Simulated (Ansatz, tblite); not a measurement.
Removing and adding an electron: the cluster PdCl₂ (the lowest singlet isomer of a short search). Total charge 0; singlet. Geometry: r2SCAN-D4/def2-TZVP. Ansatz, gas phase; energy differences of separate SCF runs; the oxidised species was run as a doublet alone; the reduced species was run as a doublet alone.

Cartesian coordinates in Å:
```
Pd 0.342 0.858 -0.013
Cl -1.603 0.132 -0.635
Cl 1.261 -0.990 0.647
```

In the def2 sets Pd takes a core potential; there is no spin–orbit coupling. The xTB rows come from tblite. At PBE0-D4/def2-TZVP a triplet of charge 0 lies 0.15 eV below the restricted singlet, each at its own geometry. The structure comes from a short search, and lower isomers may exist.

```tsv
level	−HOMO (eV)	vertical IE (eV)	−LUMO (eV)	vertical EA (eV)	HOMO–LUMO gap (eV)	IE − EA (eV)	remarks
PBE-D4/def2-TZVP	6.53	9.85	5.86	–	0.67	–	–
PBE-D4/def2-TZVPD	6.58	–	5.91	2.86	0.66	–	HOMO above zero (-1 doublet)
r2SCAN-D4/def2-TZVP	6.81	10.03	5.88	–	0.93	–	–
PBE0-D4/def2-TZVPD	8.09	–	5.03	3.09	3.06	–	–
```

Problem. Estimate the rows for GFN1-xTB, GFN2-xTB, r2SCAN-D4/def2-TZVPD, PBE0-D4/def2-TZVP.

Solution. 
```csv
level,−HOMO (eV),vertical IE (eV),−LUMO (eV),vertical EA (eV),HOMO–LUMO gap (eV),IE − EA (eV)
GFN1-xTB,11.88,14.90,10.98,8.02,0.90,6.88
GFN2-xTB,10.89,13.85,9.93,7.11,0.96,6.74
r2SCAN-D4/def2-TZVPD,6.84,–,5.91,2.97,0.93,–
PBE0-D4/def2-TZVP,8.06,10.31,4.99,–,3.07,–
```

Relaxing the oxidised species (r2SCAN-D4/def2-TZVP) changes its energy by -0.01 eV at PBE-D4/def2-TZVP, so the adiabatic ionisation energy to this nearest minimum is 9.85 eV. At PBE0-D4/def2-TZVP it is 10.27 eV.  Run but left out: HF/def2-TZVPP, MP2/def2-TZVPP, CCSD/def2-TZVPP, CCSD(T)/def2-TZVPP, HF/def2-TZVPD, MP2/def2-TZVPD, CCSD/def2-TZVPD, CCSD(T)/def2-TZVPD (singlet: restricted singlet, unstable towards broken spin symmetry).   A HOMO above zero means that the electron is unbound at that level or that self-interaction error raises the level; the energy of removing that electron tells which. Raw xTB energy differences between charge states are shifted by several eV; the methods need an empirical correction for them.
